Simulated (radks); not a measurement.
Neutral manganese, 25 electrons, occupied as [Ar] 3d5 4s2 (the NIST ground configuration). Method: Dirac Kohn-Sham, PBE, spin-unpolarised, spherical densities, finite nucleus; open shells fill j = l - 1/2 first; Fermi nuclear charge, rms radius 3.7057 fm; computed with a radial shooting solver on a logarithmic mesh with Libxc functionals.

X-ray form factor f0, the Fourier transform of the density (f0(0) = 25):

sin(theta)/lambda (1/angstrom),f0 (electrons)
0.05,24.301
0.1,22.644
0.15,20.742
0.2,18.936
0.25,17.274
0.3,15.736
0.4,13.023
0.5,10.865
0.6,9.276
0.8,7.381
1,6.356
1.25,5.393
1.5,4.486
2,2.965
